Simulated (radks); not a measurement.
Ionisation of the arsenic ion As2+, [Ar] 3d10 4s2 4p1, to [Ar] 3d10 4s2 as the strength of local exchange is varied. All-electron calculation, scalar-relativistic Kohn-Sham, Slater X-alpha exchange (alpha = 2/3 is LDA exchange), no correlation, spin-polarised, spherical densities, finite nucleus; open shells are filled with parallel spins first; Fermi nuclear charge, rms radius 4.0968 fm. Program: a radial shooting solver on a logarithmic mesh with Libxc functionals.

[
 {"alpha": "0.595", "E(As2+) (hartree)": "-2245.59959", "exchange (hartree)": "-68.50248", "IE (eV)": "26.222", "-e of the level emptied (eV)": "21.426 (4p)", "<r> of it (bohr)": "2.188"},
 {"alpha": "0.667", "E(As2+) (hartree)": "-2253.91195", "exchange (hartree)": "-77.06750", "IE (eV)": "27.112", "-e of the level emptied (eV)": "22.316 (4p)", "<r> of it (bohr)": "2.154"},
 {"alpha": "0.766", "E(As2+) (hartree)": "-2265.39007", "exchange (hartree)": "-88.94107", "IE (eV)": "28.360", "-e of the level emptied (eV)": "23.567 (4p)", "<r> of it (bohr)": "2.109"},
 {"alpha": "0.771", "E(As2+) (hartree)": "-2265.97126", "exchange (hartree)": "-89.54371", "IE (eV)": "28.423", "-e of the level emptied (eV)": "23.631 (4p)", "<r> of it (bohr)": "2.107"},
 {"alpha": "0.799", "E(As2+) (hartree)": "-2269.22860", "exchange (hartree)": "-92.92377", "IE (eV)": "28.782", "-e of the level emptied (eV)": "23.991 (4p)", "<r> of it (bohr)": "2.095"},
 {"alpha": "0.811", "E(As2+) (hartree)": "-2270.62598", "exchange (hartree)": "-94.37509", "IE (eV)": "28.936", "-e of the level emptied (eV)": "24.147 (4p)", "<r> of it (bohr)": "2.090"},
 {"alpha": "1.044", "E(As2+) (hartree)": "-2297.92193", "exchange (hartree)": "-122.87973", "IE (eV)": "32.013", "-e of the level emptied (eV)": "27.256 (4p)", "<r> of it (bohr)": "1.996"}
]

NIST Atomic Spectra Database: 28.35 eV (measured). The Delta-SCF value meets it near alpha = 0.77. Open shells are spherical and high-spin; term and fine-structure splittings are not resolved.
